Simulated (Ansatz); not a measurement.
The same path of C$_{2}$H$_{7}$FOSi (12 atoms, charge 0, multiplicity 1) was run twice with different band settings. The coordinate that changes most is the dihedral C1–Si2–C3–F5.

Method: Ansatz, RKS BLYP/def2-SVP.

Relaxed end points:

```xyz
12
Properties=species:S:1:pos:R:3
C -1.370 -0.511 -0.964
Si -0.127 -0.880 0.414
C 0.956 0.696 0.709
O 1.575 1.037 -0.494
F 0.069 1.735 1.127
H -0.838 -0.271 -1.906
H -2.041 -1.374 -1.148
H -1.990 0.365 -0.687
H 0.776 -2.028 0.061
H -0.819 -1.195 1.709
H 1.691 0.593 1.545
H 2.194 1.778 -0.333
```

```xyz
12
Properties=species:S:1:pos:R:3
C -0.920 -0.756 -1.353
Si -0.203 -0.821 0.402
C 0.925 0.715 0.736
O 0.153 1.866 0.564
F 1.399 0.621 2.074
H -0.122 -0.826 -2.120
H -1.631 -1.590 -1.525
H -1.462 0.199 -1.507
H 0.643 -2.046 0.598
H -1.288 -0.804 1.434
H 1.848 0.735 0.104
H 0.735 2.651 0.629
```

Common settings: movable images 5; climbing image yes; optimiser quadratic models (default); start path IDPP; force threshold 0.05 eV/Å; iteration limit 60; end points relaxed.

| run | spring |
| --- | --- |
| 1 | 5.0 eV/Å² |
| 2 | 0.5 eV/Å² |

Q: What does each run give, and how far can it be trusted?

A: Run 1: converged after 5 iterations, highest image 0.111 eV above the first end. A vibrational analysis at the climbing image gives one clearly imaginary mode, 77i cm⁻¹: a first-order saddle point.
Run 2: converged after 5 iterations, highest image 0.111 eV above the first end. Another band between the same ends (5 images) ends at a top of the same energy, where a vibrational analysis finds 1 clearly imaginary mode.
